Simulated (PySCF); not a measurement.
hydrogen selenide (H2Se), singlet, geometry from GFN2-xTB. Base run: PBE0/cc-pVTZ run with PySCF.

Input for PySCF:
```python
from pyscf import gto, scf, dft

mol = gto.M(
    atom='''
Se   -0.002122    0.055731   -0.001401
H    -0.991565   -0.986707    0.017580
H     1.063712   -0.908138    0.030069
''',
    basis='cc-pvtz',
    charge=0,
    spin=0,
    verbose=4,
)

mf = dft.RKS(mol)
mf.xc = 'pbe0'
mf.kernel()
mf.analyze()
```

The base run was repeated with changes; each row names its change, and settings that it needs were set with it.

```
change                                                                                  basis functions       E (Eh)  HOMO (eV)  HOMO-LUMO gap (eV)  dipole (D)
--------------------------------------------------------------------------------------  ---------------  -----------  ---------  ------------------  ----------
base                                                                                                 71  -2402.50590      -7.12                7.38        0.83
basis = ANO-RCC-VDZP; relativity = spin-free X2C; nucleus = Gaussian (with nucmod='G')               37  -2430.78547      -7.05                6.96        0.72
basis = cc-pVTZ-DK; relativity = spin-free X2C                                                       71  -2430.80544      -7.09                7.39        0.75
basis = x2c-SVPall; relativity = spin-free X2C; nucleus = Gaussian (with nucmod='G')                 42  -2430.35681      -6.88                7.52        0.89
basis = ANO-RCC-VDZP; relativity = spin-free X2C                                                     37  -2430.80419      -7.05                6.96        0.72
basis = cc-pVTZ-DK; relativity = none                                                                71  -2384.26866      -7.14                7.39        0.88
basis = ANO-RCC-VDZP; relativity = none                                                              37  -2383.90314      -7.19                7.15        0.86
basis = x2c-SVPall; relativity = spin-free X2C                                                       42  -2430.37102      -6.88                7.52        0.89
basis = cc-pVTZ-DK; relativity = spin-free X2C; nucleus = Gaussian (with nucmod='G')                 71  -2430.78711      -7.09                7.39        0.75
basis = x2c-SVPall; relativity = none                                                                42  -2390.04311      -7.04                7.54        1.13
```

Totals shift with the method and basis; they matter in differences.

Basis sets contracted for a relativistic Hamiltonian are a mismatch without it, so the rows without relativity aren't non-relativistic limits. No row has spin-orbit coupling; sets with core potentials leave out the core electrons.
